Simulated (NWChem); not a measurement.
Molecule: CdHSCl; SMILES [SH][Cd][Cl]

```xyz
4

Cd     0.0121    -0.0112     0.0000
Cl     0.0013    -2.2987     0.0000
S      0.0438     2.3248     0.0000
H     -1.3055     2.4194     0.0000
```
Atoms are numbered in this order, from 1.

All runs: NWChem. All runs use the structure optimised with PBE0/def2-SVP. def2 effective core potentials on Cd; no spin-orbit coupling.

### Question
Estimate the computed values for PBE/def2-SVP (core potentials). Quantities: highest occupied level (eV); orbital gap (eV); dipole (D).

### Answer
highest occupied level (eV): -6.18
orbital gap (eV): 3.67
dipole (D): 1.40
